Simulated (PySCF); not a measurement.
## Nuclear quadrupole coupling in `C[C@@]12CCC[C@@H]1O2`

Compound: C6H10O.
Numbering: `[CH3:1][C@@:2]12[CH2:3][CH2:4][CH2:5][C@@H:6]1[O:7]2` (hydrogens: H8, H9, H10 on C1; H11, H12 on C3; H13, H14 on C4; H15, H16 on C5; H17 on C6)

Structure used (GFN2-xTB), in Å, numbered top down from 1:
```xyz
17
C6H10O angstrom
C      2.202    0.090    0.020
C      0.721    0.023    0.279
C     -0.167    1.162   -0.197
C     -1.593    0.612   -0.042
C     -1.474   -0.910   -0.219
C     -0.073   -1.209    0.272
O      0.280   -0.573    1.473
H      2.694   -0.786    0.434
H      2.622    0.978    0.488
H      2.391    0.134   -1.051
H     -0.016    2.070    0.386
H      0.065    1.373   -1.242
H     -1.953    0.827    0.963
H     -2.283    1.054   -0.759
H     -2.235   -1.447    0.345
H     -1.545   -1.197   -1.269
H      0.359   -2.189    0.109
```

Field gradients from the B3LYP/pcJ-1 density (PySCF, non-relativistic), principal values in atomic units, ordered |Vxx| ≤ |Vyy| ≤ |Vzz|:

| atom | Vxx | Vyy | Vzz |
| --- | --- | --- | --- |
| O7 | 0.9684 | 1.1489 | -2.1173 |

Task: Find the asymmetry η = (Vxx − Vyy)/Vzz and the couplings χ = eQV/h (234.96 MHz × Q in barn × V in au), with Q(17O) = −0.0256 b.

Result: 
```json
{"atom": "O7", "environment": "epoxide oxygen", "nucleus": "17O", "η": "0.09", "χzz (MHz)": "12.74", "χxx (MHz)": "-5.83", "χyy (MHz)": "-6.91"}
```

Task: What is Vzz at O7 in SI units (1 au = 9.71736 × 10²¹ V/m²)?

Result: -2.1173 au = -20.574 × 10²¹ V/m².

Task: And the gradient at the other heavy atoms, for which no coupling is worked out here?

Result: 
| atom | environment | Vzz (au) | η |
| --- | --- | --- | --- |
| C1 | methyl carbon | 0.056 | 0.45 |
| C2 | sp3 carbon bound to oxygen | 0.343 | 0.07 |
| C3 | ring CH2 carbon | 0.040 | 0.74 |
| C4 | ring CH2 carbon | 0.079 | 0.90 |
| C5 | ring CH2 carbon | 0.046 | 0.66 |
| C6 | sp3 carbon bound to oxygen | 0.358 | 0.07 |

Task: What couplings would deuterons (Q(2H) = 0.00286 b) have in place of the hydrogens, at this geometry?

Result: 
| atom | bonded to | bond length (Å) | Vzz (au) | η | χzz (kHz) |
| --- | --- | --- | --- | --- | --- |
| H8 | C1 | 1.087 | 0.3038 | 0.03 | 204 |
| H9 | C1 | 1.088 | 0.3025 | 0.03 | 203 |
| H10 | C1 | 1.088 | 0.3030 | 0.03 | 204 |
| H11 | C3 | 1.089 | 0.2999 | 0.02 | 202 |
| H12 | C3 | 1.092 | 0.2947 | 0.02 | 198 |
| H13 | C4 | 1.089 | 0.2950 | 0.03 | 198 |
| H14 | C4 | 1.088 | 0.3022 | 0.02 | 203 |
| H15 | C5 | 1.089 | 0.2999 | 0.01 | 202 |
| H16 | C5 | 1.092 | 0.2953 | 0.02 | 198 |
| H17 | C6 | 1.083 | 0.3070 | 0.07 | 206 |

Isolated species at its GFN2-xTB geometry (one conformer only). GFN2-xTB bond lengths can be off by several hundredths of an ångström, more for odd bonds, and the gradients follow them. These gradients aren't converged with respect to the basis.

The run behind these numbers computed spin–spin couplings as well. Hardware: one thread of an Arm Neoverse N1, no GPU, shared host with 64 logical CPUs at a one-minute load of 44. Cost: 1.8 min of wall time, 1.1 GiB resident at most.
